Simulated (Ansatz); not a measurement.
Born–Oppenheimer molecular dynamics of Cl2H6Si2 (10 atoms, charge 0, multiplicity 1). It starts from a rough guess of a transition structure, not a stationary point.

The calculation used UKS PBE0-D4/STO-3G (Ansatz 0.2.0).

```
ensemble                      : NVE (velocity Verlet)
time step                     : 0.5 fs
steps asked                   : 150
starting velocities drawn for : 600 K
seed                          : 139888
```

First frame:

```xyz
10
Properties=species:S:1:pos:R:3
Si -0.404 -0.869 -0.715
Cl 1.028 -2.310 0.733
H 0.568 -1.256 -1.717
H -1.460 -1.609 -0.054
Cl -1.619 0.258 -1.979
H 0.671 -0.590 0.648
Si 0.276 1.240 0.645
H -0.197 1.298 2.024
H 1.665 1.680 0.561
H -0.529 2.157 -0.145
```

Problem. How far do the bonds stretch over the last three quarters of this one trajectory? (Pairs bonded in most of those frames.)

Solution. 
```tsv
bond	mean (Å)	spread (Å)	shortest	longest
Si1–H3	1.451	0.065	1.36	1.55
Si1–H4	1.453	0.034	1.40	1.51
Si1–Cl5	2.103	0.066	2.02	2.23
Si1–Si7	2.273	0.156	2.06	2.53
Cl2–H6	1.389	0.120	1.21	1.55
Si7–H8	1.449	0.007	1.43	1.46
Si7–H9	1.446	0.031	1.40	1.50
Si7–H10	1.448	0.018	1.42	1.48
```

Pairs bonded in part of these frames only: Si1–Cl2 10 %.

Mean temperature of the second half: 2209 K. The conserved energy stayed within 0.7 meV per atom of its start (net change 0.18 meV per atom), so the integration is sound. The kinetic energy rose, since the run started high on the potential surface and went downhill. It ends in pieces (ClH + ClH5Si2), so much of that is their flight and rotation, not heat. A run of 0.075 ps of so small a system gives no equilibrium averages. The orbitals were unrestricted but ended closed-shell. Limits of this set-up: minimal basis.

Run time: 8.2 min on 1 thread of Arm Neoverse V2 (shared host), peak memory 0.16 GiB.
